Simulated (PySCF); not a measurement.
Species: `CS[SiH2]/C=C/[SiH3]`. The columns A, B, C and D hold Mulliken, IAO, Hirshfeld and ESP-fitted charges (e) of one PBE0/pcSseg-1 density (PySCF), in a shuffled order. Coordinates in Å (PBE0-D3(BJ)/def2-SVP); the density's dipole moment is (-1.10, -1.14, -0.22) D.

```
atom       x       y       z       A       B       C       D
  C1   2.442  -0.906   0.493  -0.116  -0.386  -0.494  -0.420
  S2   2.916   0.850   0.392  -0.097  -0.230  -0.167  -0.287
 Si3   1.182   1.625  -0.596  +0.303  +0.270  +0.675  +0.624
  C4  -0.351   1.307   0.429  -0.128  -0.230  -0.408  -0.409
  C5  -1.299   0.419   0.075  -0.122  -0.224  -0.395  -0.407
 Si6  -2.814   0.024   1.107  +0.311  +0.348  +0.592  +0.536
  H7   2.400  -1.366  -0.505  +0.044  +0.151  +0.152  +0.155
  H8   1.474  -1.032   1.000  +0.039  +0.142  +0.153  +0.163
  H9   3.219  -1.411   1.083  +0.052  +0.188  +0.169  +0.163
 H10   0.977   0.969  -1.926  -0.077  -0.051  -0.127  -0.076
 H11   1.453   3.083  -0.757  -0.071  -0.026  -0.103  -0.062
 H12  -0.448   1.833   1.390  +0.044  +0.156  +0.149  +0.139
 H13  -1.185  -0.105  -0.887  +0.042  +0.150  +0.144  +0.138
 H14  -4.063   0.308   0.335  -0.075  -0.089  -0.112  -0.082
 H15  -2.791   0.856   2.347  -0.072  -0.081  -0.113  -0.094
 H16  -2.832  -1.425   1.480  -0.076  -0.088  -0.114  -0.084
```

Question: Which column most likely holds the ESP-fitted charges?

Answer: B. Σ q r misses the density's dipole by 0.03 D (B), 0.95 D (D), 0.97 D (C), 1.14 D (A). Charges fitted to the outside potential are the only set here that is tied to the molecule's multipoles.

Question: And the Hirshfeld charges?

Answer: A. The mean sizes are 0.104 e (A), 0.176 e (B), 0.240 e (D), 0.254 e (C), and Hirshfeld charges are commonly the smallest of these schemes.

As computed, A = Hirshfeld, B = ESP-fitted, C = IAO, D = Mulliken. Hydrogens on carbon: Hirshfeld +0.04 to +0.05, ESP-fitted +0.14 to +0.19, IAO +0.14 to +0.17, Mulliken +0.14 to +0.16 e.

The Mulliken scheme gives each basis function's population to the atom it is centred on and halves the overlap population of two atoms between them. The IAO scheme projects the occupied orbitals on a minimal set of polarised atomic orbitals and counts the electrons in each atom's part of it.

Geometry: PBE0-D3(BJ)/def2-SVP, one conformer, isolated molecule.

The values belong to the conformer `[CH3:1][S:2][SiH2:3]/[CH:4]=[CH:5]/[SiH3:6]`: C1–S2–Si3–C4 60°, S2–Si3–C4–C5 -110°.
